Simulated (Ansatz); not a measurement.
Relaxation of AlF$_{2}$H$_{3}$OSi (8 atoms, charge 0, multiplicity 1), to a largest force component of 0.02 eV/Å in at most 40 steps.

These are results of Ansatz, RKS PBE0-D4/STO-3G, not measurements.

```xyz
8
Properties=species:S:1:pos:R:3:forces:R:3
Al 0.000 0.000 0.000 -0.79 -0.43 -0.29
F 0.000 0.000 1.690 0.04 0.05 -2.07
F 1.464 0.000 -0.845 -1.84 0.12 1.06
O -1.542 0.000 -0.890 2.33 0.44 0.94
Si -2.691 -1.224 -0.827 0.49 0.08 0.40
H -2.288 -2.220 0.162 -0.36 -0.10 -0.20
H -3.983 -0.659 -0.450 0.20 -0.20 -0.11
H -2.801 -1.857 -2.138 -0.07 0.04 0.28
```

Question: Where does it end, and by what steps?

Answer: The forces met the threshold. Limits of this set-up: minimal basis. After 12 steps the energy has fallen by 0.466 eV; O4 moved furthest, 0.88 Å.

```
step  energy less start (eV)  largest force component (eV/Å)  accepted
   0                  0.0000                           2.328       yes
   1                 -0.1185                           1.886       yes
   2                 -0.2179                           1.871       yes
   3                 -0.3828                           0.522       yes
   4                 -0.4016                           0.462       yes
   5                 -0.4315                           0.328       yes
   6                 -0.4480                           0.172       yes
   7                 -0.4559                           0.203       yes
   8                 -0.4631                           0.093       yes
   9                 -0.4649                           0.041       yes
  10                 -0.4656                           0.071       yes
  11                 -0.4657                           0.060       yes
  12                 -0.4664                           0.010       yes
```

```xyz
8
Properties=species:S:1:pos:R:3
Al -0.045 -0.033 -0.098
F -0.433 -0.070 1.483
F 1.369 0.604 -0.581
O -1.083 -0.649 -1.269
Si -2.567 -1.300 -0.800
H -2.422 -2.427 0.102
H -3.418 -0.326 -0.143
H -3.243 -1.759 -1.991
```

The run took 27 s on 1 thread of Arm Neoverse V2 (shared host), peak memory 0.14 GiB.
